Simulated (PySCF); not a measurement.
Species: (LiH)4 cube, Li4H4.
Geometry (PBE0-D3(BJ)/def2-SVP, Å), atoms numbered from 1 in this order:
```xyz
8
Li4H4 angstrom
Li     1.340    0.342    0.647
H      0.520    1.458   -0.553
Li    -1.024    1.074    0.358
H     -0.179    0.062    1.636
Li    -0.482   -1.354    0.513
H      1.106   -1.157   -0.388
Li     0.168   -0.058   -1.516
H     -1.448   -0.366   -0.697
```

The closed-shell ground state was solved at several levels (PySCF, density fitting, gas phase, non-relativistic).

```csv
level,basis functions,HOMO (eV),LUMO (eV),gap (eV),dipole (D)
wB97X-D/pcSseg-1,68,-8.25,1.04,9.29,0.03
B3LYP/pcJ-1,84,-6.27,-0.43,5.84,0.03
PBE0/pcSseg-1,68,-6.41,-0.29,6.12,0.03
```

Problem. Estimate the row for CAM-B3LYP/def2-SVPD, a basis of 80 functions; the other rows only guide the guess.

Solution. HOMO -7.77 eV, LUMO 0.06 eV, gap 7.83 eV, dipole 0.03 D.

Problem. Over all these levels, which gives the widest orbital gap and which the narrowest?

Solution. wB97X-D/pcSseg-1 (range-separated hybrid) has the widest, 9.29 eV, and B3LYP/pcJ-1 (global hybrid, 20 % exact exchange) the narrowest, 5.84 eV. Functional and basis both differ between the two, so the spread mixes both effects.

Problem. How far do the dipole and the HOMO energy spread over the levels?

Solution. The dipole runs from 0.03 to 0.03 D (mean 0.03 D) and the HOMO from -8.25 to -6.27 eV.
